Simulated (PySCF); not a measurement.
## C₆ coefficients of unlike pairs at PBE

Calculated with PySCF 2.14 from the dipole response of each species, C₆(A,B) = (3/π) ∫ α_A(iu) α_B(iu) du, in atomic units, from isotropic polarisabilities. For ions this is the dispersion term alone; charge-induced terms of lower order in 1/R come first.

```json
{"species": "Zn", "configuration": "[Ar] 3d10 4s2 (1S)", "basis": "aug-cc-pVTZ-DK (8s7p5d3f2g)", "relativity": "spin-free X2C", "α (bohr³)": "37.88", "C₆ (like pair)": "268.8"}
{"species": "Cl", "configuration": "[Ne] 3s2 3p5 (2P)", "basis": "aug-cc-pV(T+d)Z (6s5p4d2f)", "relativity": "none", "α (bohr³)": "15.23", "C₆ (like pair)": "97.85"}
{"species": "Ar⁺", "configuration": "[Ne] 3s2 3p5 (2P)", "basis": "aug-cc-pV(5+d)Z (8s7p6d4f3g2h)", "relativity": "none", "α (bohr³)": "7.074", "C₆ (like pair)": "31.99"}
{"species": "Lu³⁺", "configuration": "[Xe] 4f14 (1S)", "basis": "x2c-TZVPPall with one added diffuse shell each of s, p, d type (12s8p8d2f2g)", "relativity": "spin-free X2C", "α (bohr³)": "4.446", "C₆ (like pair)": "21.47"}
```

Q: Estimate C₆ for Cl with Zn.

A: The integral gives 152.5. The combination rule 2 C_A C_B / (C_A α_B/α_A + C_B α_A/α_B) gives 149.7 and the geometric mean 162.2.

No spin-orbit coupling is included.

The other pairs:

```tsv
pair	C₆
Lu³⁺, Zn	57.58
Ar⁺, Cl	54.97
Lu³⁺, Cl	40.88
Lu³⁺, Ar⁺	24.98
Ar⁺, Zn	81.11
```
